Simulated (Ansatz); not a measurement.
`O[SiH](O)[SiH2]F` at its PBE0-D4/def2-TZVP geometry, where that method's forces vanish. Charge 0, multiplicity 1.

| atom | x (Å) | y (Å) | z (Å) |
| --- | --- | --- | --- |
| O1 | -1.5611 | 1.0823 | -0.2492 |
| Si2 | -0.6326 | -0.1429 | 0.3225 |
| O3 | -0.2780 | 0.1055 | 1.9122 |
| Si4 | 1.2911 | -0.0310 | -1.0187 |
| F5 | 2.2877 | -1.2167 | -0.5763 |
| H6 | -2.3955 | 1.2691 | 0.1850 |
| H7 | -1.3370 | -1.4577 | 0.2250 |
| H8 | -0.3698 | -0.6398 | 2.5067 |
| H9 | 0.9818 | -0.2253 | -2.4601 |
| H10 | 2.0134 | 1.2565 | -0.8471 |

(1) For each bond, give half the difference of the two atoms' forces along it (eV/Å; positive pushes the atoms apart) under PBE-D4, r2SCAN-D4, B3LYP-D4, ωB97M-V in def2-TZVPP. (An estimate is asked.)

## Answers

(1) Ansatz gave: 
| bond | length (Å) | PBE-D4 | r2SCAN-D4 | B3LYP-D4 | ωB97M-V |
| --- | --- | --- | --- | --- | --- |
| O1–Si2 | 1.640 | 0.27 | 0.04 | 0.13 | 0.14 |
| O1–H6 | 0.959 | 0.33 | 0.02 | -0.02 | -0.06 |
| Si2–O3 | 1.648 | 0.29 | 0.06 | 0.13 | 0.12 |
| Si2–Si4 | 2.348 | -0.21 | -0.02 | -0.02 | -0.10 |
| Si2–H7 | 1.495 | -0.03 | -0.04 | -0.13 | -0.17 |
| O3–H8 | 0.958 | 0.33 | 0.01 | -0.02 | -0.06 |
| Si4–F5 | 1.611 | 0.52 | 0.04 | 0.21 | 0.21 |
| Si4–H9 | 1.487 | 0.04 | -0.02 | -0.10 | -0.14 |
| Si4–H10 | 1.486 | 0.04 | -0.01 | -0.11 | -0.14 |

B3LYP here is the variant with VWN-RPA as its local correlation; programs differ in this.
